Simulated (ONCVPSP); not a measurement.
B (Z = 5): excitation energies, all-electron against ONCV

| Item | Value |
| --- | --- |
| Element | B |
| Generator | ONCVPSP 4.0.1 |
| Type | optimised norm-conserving Vanderbilt (ONCV) |
| Functional | PBE |
| Relativity | scalar-relativistic |
| Frozen core | [He] |
| Valence charge | 3 |
| Reference configuration | 2s1 (charge +2) |
| Partial waves | 2s: rc 1.45 bohr, ncon 3, nbas 8, qcut 3.5 1/bohr, 2 projectors, debl 3.8 Ha; p scattering state at 0.23 Ha: rc 1.20 bohr, ncon 3, nbas 7, qcut 6.8 1/bohr, 2 projectors, debl 2.5 Ha; d scattering state at 0.32 Ha: rc 1.50 bohr, ncon 4, nbas 8, qcut 5.6 1/bohr, 2 projectors, debl 0.6 Ha |
| Local potential | polynomial inside 0.95 bohr (lpopt 5, dvloc0 6 Ha) |
| Core correction | polynomial model core, fcfact 0.55 |

In the p channel the program set the typed energies aside and used 0.050, 2.550 Ha.

Energies are relative to the spin-unpolarised reference configuration 2s1; without spin polarisation the order of configurations can differ from experiment.

(1) Give the all-electron excitation energy and the error of the potential for: 2s2 2p1; 2s2; 2s2 2p0.5; 2s1 2p1.

Levels in the configuration 2s2 2p1:

```
level  all-electron (eV)  pseudo (eV)
   2s             -9.443       -9.408
   2p             -3.607       -3.639
```

Results:

(1)

```tsv
valence configuration	charge	ΔE all-electron (eV)	error AE − PS (meV)
2s2 2p1	0	-33.642	+21
2s2	+1	-25.422	-20
2s2 2p0.5	+0.5	-30.754	+0.5
2s1 2p1	+1	-19.281	+49
```
